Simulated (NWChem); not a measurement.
System: SiNH$_{4}$OF; SMILES N[Si@H](O)F

Excerpt of the output:

```
             Northwest Computational Chemistry Package (NWChem) 7.3.0
             --------------------------------------------------------

                             Geometry "geometry" -> ""
                             -------------------------

 Output coordinates in angstroms (scale by  1.889725989 to convert to a.u.)

  No.       Tag          Charge          X              Y              Z
 ---- ---------------- ---------- -------------- -------------- --------------
    1 N                    7.0000    -0.52865500    -1.46999900    -0.28328700
    2 Si                  14.0000    -0.08182300     0.02774800     0.37162200
    3 O                    8.0000    -0.96053100     1.18699300    -0.41054500
    4 F                    9.0000     1.47896600     0.44220700     0.13915000
    5 H                    1.0000    -0.68653300    -1.60506900    -1.27434800
    6 H                    1.0000    -0.41295400    -2.33914300     0.22099400
    7 H                    1.0000    -0.25205300    -0.01606600     1.84259000
    8 H                    1.0000    -0.53393100     2.04424100    -0.49920300

 Effective nuclear repulsion energy (a.u.)     185.4061073506

  pbe96 is a nonlocal functional; adding pw91lda local functional.

                                 NWChem DFT Module
                                 -----------------

 Summary of "ao basis" -> "ao basis" (spherical)
 ------------------------------------------------------------------------------
       Tag                 Description            Shells   Functions and Types
 ---------------- ------------------------------  ------  ---------------------
 N                           6-31g*                  6       14   3s2p1d
 Si                          6-31g*                  8       18   4s3p1d
 O                           6-31g*                  6       14   3s2p1d
 F                           6-31g*                  6       14   3s2p1d
 H                           6-31g*                  2        2   2s

 in cosmo_initialize ...
 calling solv_data for solv:dmso

 solvent parameters
 solvname_short: dmso
 solvname_long:  dimethylsulfoxide
 dielec:       46.8260
 dielecinf:     2.0079
 nonaqueous SMD model solvent descriptors
 dielec:       46.8260
 sola:          0.0000
 solb:          0.8800
 solc:          0.0000
 solg:         61.7800
 solh:          0.0000
 soln:          1.4170

[...]

                                COSMO-SMD solvation results
                                ---------------------------

             internal energy in gas <Psi(g)|H|Psi(g)> =      -521.420658517822
         internal energy in solvent <Psi(s)|H|Psi(s)> =      -521.419779935809
                               delta internal energy  =         0.000878582013 (    0.55 kcal/mol)
   total free energy in solvent <Psi(s)|H+V/2|Psi(s)> =      -521.431345456014
 polarization energy contribution <Psi(s)|V/2|Psi(s)> =        -0.011565520205 (   -7.26 kcal/mol)
    total free energy in solvent including G(SMD-CDS) =      -521.429601947033
                       G(SMD-CDS) energy contribution =         0.001743508981 (    1.09 kcal/mol)
     1 M fixed-concentration free energy of solvation =        -0.008943429212 (   -5.61 kcal/mol)

                       DFT Final Molecular Orbital Analysis
                       ------------------------------------

 Vector   19  Occ=2.000000D+00  E=-2.924626D-01
              MO Center= -3.2D-01,  7.8D-01,  4.0D-03, r^2= 2.5D+00
   Bfn.  Coefficient  Atom+Function         Bfn.  Coefficient  Atom+Function
  ----- ------------  ---------------      ----- ------------  ---------------
    35      0.468382  3 O  px                39      0.321891  3 O  px
    51      0.269323  4 F  pz                55      0.195568  4 F  pz
    23     -0.175433  2 Si pz                66     -0.167347  7 H  s
    49      0.162595  4 F  px                50     -0.137758  4 F  py
    65     -0.128757  7 H  s                 53      0.111143  4 F  px

 Vector   20  Occ=2.000000D+00  E=-2.640882D-01
              MO Center= -7.3D-01,  8.3D-01, -2.4D-02, r^2= 1.9D+00
   Bfn.  Coefficient  Atom+Function         Bfn.  Coefficient  Atom+Function
  ----- ------------  ---------------      ----- ------------  ---------------
    37      0.509895  3 O  pz                41      0.384124  3 O  pz
    66     -0.283051  7 H  s                 35     -0.169365  3 O  px
    65     -0.157746  7 H  s                 36      0.151473  3 O  py
    39     -0.130206  3 O  px                 6      0.121024  1 N  s
    40      0.118476  3 O  py                 4      0.105085  1 N  py

 Vector   21  Occ=2.000000D+00  E=-2.202913D-01
              MO Center= -4.8D-01, -1.3D+00, -2.1D-01, r^2= 1.4D+00
   Bfn.  Coefficient  Atom+Function         Bfn.  Coefficient  Atom+Function
  ----- ------------  ---------------      ----- ------------  ---------------
     3      0.541471  1 N  px                 7      0.464448  1 N  px
    50      0.130158  4 F  py                 5     -0.125482  1 N  pz
    25      0.105654  2 Si px                 9     -0.102816  1 N  pz
    54      0.092298  4 F  py                21      0.090340  2 Si px
    35     -0.078460  3 O  px                38      0.075120  3 O  s

 Vector   22  Occ=0.000000D+00  E= 3.383913D-02
              MO Center= -3.0D-01,  1.1D+00, -2.1D-02, r^2= 3.8D+00
   Bfn.  Coefficient  Atom+Function         Bfn.  Coefficient  Atom+Function
  ----- ------------  ---------------      ----- ------------  ---------------
    38      0.887592  3 O  s                 24     -0.731336  2 Si s
    26     -0.594274  2 Si py                68     -0.536930  8 H  s
    64     -0.285587  6 H  s                 27      0.258803  2 Si pz
    39      0.229582  3 O  px                 6      0.208755  1 N  s
    25      0.205828  2 Si px                66      0.198782  7 H  s

[...]
```

Level: PBE/6-31G* (spherical d), SMD on the gas-phase geometry. The geometry was optimised at PBE0/def2-SVP. Solvent: dimethyl sulfoxide.

Q: Reconstruct the input file.

A: This is not unique; one that fits is the input that was run:
```
start job
memory heap 200 mb stack 900 mb global 1100 mb
geometry units angstroms noautosym nocenter noautoz
  N     -0.528655    -1.469999    -0.283287
  Si    -0.081823     0.027748     0.371622
  O     -0.960531     1.186993    -0.410545
  F      1.478966     0.442207     0.139150
  H     -0.686533    -1.605069    -1.274348
  H     -0.412954    -2.339143     0.220994
  H     -0.252053    -0.016066     1.842590
  H     -0.533931     2.044241    -0.499203
end
basis spherical
  * library 6-31g*
end
dft
  xc xpbe96 cpbe96
  iterations 150
end
cosmo
  do_cosmo_smd true
  solvent dmso
end
task dft energy
```
